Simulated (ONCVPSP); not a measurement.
## molybdenum (Mo), ONCV: configuration errors across variants

Mo (Z = 42), optimised norm-conserving Vanderbilt (ONCV), made with ONCVPSP 4.0.1 (PBE, fully relativistic). Core [Kr], reference 4d5 5s0.5 5p0.5. Waves: 5s: rc 3.20 bohr, ncon 4, nbas 8, qcut 2.1 1/bohr, 2 projectors, debl 1.7 Ha; 5p: rc 3.15 bohr, ncon 3, nbas 6, qcut 2.3 1/bohr, 2 projectors, debl 2.2 Ha; 4d: rc 1.65 bohr, ncon 4, nbas 7, qcut 6 1/bohr, 2 projectors, debl 3.9 Ha. Local part: polynomial inside 1.25 bohr (lpopt 3, dvloc0 1 Ha). Core correction: none.

Open shells are filled in proportion to 2j + 1.

All-electron excitation energies from the reference (eV): (1) 4d5 5s1 5p0 -1.543; (2) 4d5 5s0 5p0 5.348; (3) 4d4 5s0 5p0 20.809; (4) 4d4 5s2 5p0 -1.345.

2 further variants failed, have other tests or too few solved ones, and are left out.

A true bound ghost makes a file unfit for plane-wave use even where its test errors are small: the radial tests pick states by their node count and pass the ghost by.

Errors AE − PS in meV (a dash: test not solved or not reliable):

| change | (1) | (2) | (3) | (4) | bound ghosts | GHOST(+) flags above zero |
| --- | --- | --- | --- | --- | --- | --- |
| base | +0.9 | +13 | +55 | -13 | s | p3/2, p1/2, d3/2 |
| s: rc 2.46 | +1.3 | +12 | +66 | -38 | s | p3/2, p1/2, d3/2 |
| local potential polynomial inside 1.35 bohr (lpopt 4, dvloc0 0 Ha) | +0.8 | +13 | +54 | -14 | s | p3/2, p1/2 |
| local potential polynomial inside 1.25 bohr (lpopt 3, dvloc0 7.5 Ha) | +1.0 | +13 | +55 | -13 | none | s, p3/2, p1/2 |

**Question.** Give the same row for: p: qcut 1.6.

**Answer.** +1.1, +13, +53, -14; bound ghosts: s; GHOST(+) flags above zero: p3/2, p1/2, d3/2.
